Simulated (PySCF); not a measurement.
A series of related molecules.

All values: wB97X-D/def2-SVPD (PySCF) at GFN2-xTB geometries, gas phase, one conformer each. Core orbitals are frozen in the response; Δα² is half the sum of the squared differences of the principal polarisabilities.

Task: Rank by polarisability anisotropy Δα, lowest first.
A. `[CH3:1][PH:2][CH2:3][CH:4]([CH3:5])[CH3:6]` with C1–P2–C3–C4 177°, P2–C3–C4–C5 63°
B. `[CH3:1][PH:2][c:3]1[cH:4][cH:5][n:6][cH:7][cH:8]1` with C1–P2–C3–C4 123°
C. `[CH2:1]=[CH:2][CH2:3][PH:4][CH3:5]` with C1–C2–C3–P4 -104°, C2–C3–P4–C5 58°
D. `[CH3:1][CH2:2][CH2:3][CH2:4][PH:5][CH3:6]` with C1–C2–C3–C4 180°, C2–C3–C4–P5 -178°, C3–C4–P5–C6 -170°

Result: C (3.45 Å³), A (3.88 Å³), D (4.80 Å³), B (7.42 Å³).

Task: Rank by HOMO–LUMO gap, highest first.
A. `C=CCPC`
B. `CPCC(C)C`
C. `CPc1ccncc1`

Result: B (10.82 eV), A (10.41 eV), C (9.51 eV).

All values together:

```tsv
SMILES	change	formula	μ (D)	HOMO (eV)	LUMO (eV)	α (Å³)	Δα (Å³)	electrons	α per electron (Å³)
CPCC(C)C	parent	C5H13P	1.24	-8.60	2.21	13.09	3.88	58	0.226
CCCCPC	iBu replaced by nBu	C5H13P	1.37	-8.58	2.22	13.22	4.80	58	0.228
CPc1ccncc1	iBu replaced by 4-pyridyl	C6H8NP	2.35	-8.80	0.71	14.86	7.42	66	0.225
C=CCPC	iBu replaced by allyl	C4H9P	0.97	-8.53	1.89	11.27	3.45	48	0.235
```

Conformers: `[CH3:1][PH:2][CH2:3][CH:4]([CH3:5])[CH3:6]` with C1–P2–C3–C4 177°, P2–C3–C4–C5 63°; `[CH3:1][CH2:2][CH2:3][CH2:4][PH:5][CH3:6]` with C1–C2–C3–C4 180°, C2–C3–C4–P5 -178°, C3–C4–P5–C6 -170°; `[CH3:1][PH:2][c:3]1[cH:4][cH:5][n:6][cH:7][cH:8]1` with C1–P2–C3–C4 123°; `[CH2:1]=[CH:2][CH2:3][PH:4][CH3:5]` with C1–C2–C3–P4 -104°, C2–C3–P4–C5 58°.

Task: Give the shifts from the parent, `CPCC(C)C`.

Result: 
```
    SMILES  change in μ (D)  change in HOMO (eV)  change in LUMO (eV)  change in mean α (Å³)
    CCCCPC            +0.13                +0.02                +0.01                  +0.13
CPc1ccncc1            +1.11                -0.20                -1.50                  +1.77
    C=CCPC            -0.27                +0.07                -0.32                  -1.82
```
